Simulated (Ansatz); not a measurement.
`Cl[SiH]1CC1` + H₂S → `S[SiH]1CC1` + HCl at 298.15 K and 1 bar (ligand exchange at the Si–Cl bond).

Computed with Ansatz on PBE0-D4/def2-TZVP structures; ΔE is electronic, products minus reactants. CCSD(T)/CBS adds triple-zeta CCSD(T) − MP2 to the extrapolated MP2 energy (def2 sets, frozen cores). This one scheme is used for every species. Each species was taken in one conformer, which may not be the lowest.

```csv
species,CCSD(T)/CBS energy (Eh),H − E (kJ/mol),S (J/(mol·K))
`Cl[SiH]1CC1`,-827.98104,182.7,305.7
H₂S,-398.97279,49.9,205.7
`S[SiH]1CC1`,-766.55961,206.0,317.9
HCl,-460.38127,26.6,186.8
```

H − E and S are ideal-gas, rigid-rotor, harmonic terms from PBE0-D4/def2-TZVP, for one conformer and one mirror image of each species. 1 Eh = 2625.50 kJ/mol, R = 8.31446 J/(mol·K).

Q: By hand: ΔE, ΔH, ΔS and ΔG.

A: ΔE = (-766.55961) + (-460.38127) − (-827.98104) − (-398.97279) = 0.01295 Eh = 34.0 kJ/mol. Δ(H − E) = 206.0 + 26.6 − 182.7 − 49.9 = 0.0, so ΔH = 34.0 kJ/mol. ΔS = 317.9 + 186.8 − 305.7 − 205.7 = -6.7 J/(mol·K). ΔG = 34.0 − 298.15 × (-6.7)/1000 = 36.0 kJ/mol.

Q: By hand: the equilibrium constant, and the temperature at which ΔG would vanish if ΔH and ΔS stayed fixed.

A: log₁₀ K = −ΔG/(RT ln 10) = -6.3. ΔH and −TΔS have one sign here, so there is no such temperature.

The number of gas molecules stays the same, so ΔS is small and ΔH decides. A doubt of 5 kJ/mol in ΔE shifts log₁₀ K by 0.9 here. Other conformers and mirror images would add mixing entropy, several J/(mol·K) or more a flexible species. These are equilibria of isolated gas molecules and say nothing of rates. Largest T1 diagnostic: 0.011 (customary marks: 0.02 for closed shells, 0.045 for open ones).

ΔS is within the doubt of such terms, so its sign, and with it that verdict, could turn.
